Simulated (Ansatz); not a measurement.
C$_{2}$H$_{10}$ClGeNSi (`CC[N]([GeH3])[SiH2]Cl`). Charge 0, multiplicity 1. All single points use the PBE0-D4/def2-TZVP geometry. It is one conformer, not always the lowest.

```xyz
16

C    -1.451   -1.239    0.424
C     0.041   -1.184    0.147
N     0.552    0.162   -0.120
Ge    0.142    0.900   -1.767
Si    1.250    1.058    1.145
Cl   -0.127    1.889    2.456
H    -1.764   -2.266    0.625
H    -2.028   -0.875   -0.429
H    -1.708   -0.623    1.289
H     0.586   -1.597    1.003
H     0.283   -1.832   -0.705
H     1.016    2.148   -1.935
H    -1.347    1.279   -1.873
H     0.467   -0.176   -2.818
H     2.006    2.194    0.575
H     2.081    0.163    1.984
```

Q: What is the dipole moment at B3LYP/def2-TZVPP? (Best estimate.)

A: Ansatz gave: 2.13 D, with components (0.18, -1.39, -1.61) D in this frame, pointing from negative to positive charge.

Q: And with PBE, r2SCAN, ωB97M-V? (Best estimate.)

A: The calculation gave: PBE 2.10 D, r2SCAN 2.15 D, ωB97M-V 2.14 D.

Q: Give the Mulliken charges with B3LYP, PBE, ωB97M-V in def2-TZVPP. (Estimate.)

A: The calculation gave: 
```
atom  B3LYP    PBE  ωB97M-V
  C1  -0.21  -0.22    -0.25
  C2  -0.06  -0.05    -0.16
  N3  -0.30  -0.23    -0.35
 Ge4   0.17   0.14     0.10
 Si5   0.46   0.38     0.37
 Cl6  -0.28  -0.25    -0.24
  H7   0.08   0.08     0.10
  H8   0.07   0.07     0.09
  H9   0.08   0.08     0.10
 H10   0.07   0.06     0.10
 H11   0.08   0.07     0.11
 H12   0.01   0.01     0.04
 H13  -0.01  -0.01     0.02
 H14  -0.01  -0.01     0.02
 H15  -0.07  -0.06    -0.02
 H16  -0.08  -0.07    -0.03
```

B3LYP here is the variant with VWN-RPA as its local correlation; programs differ in this.
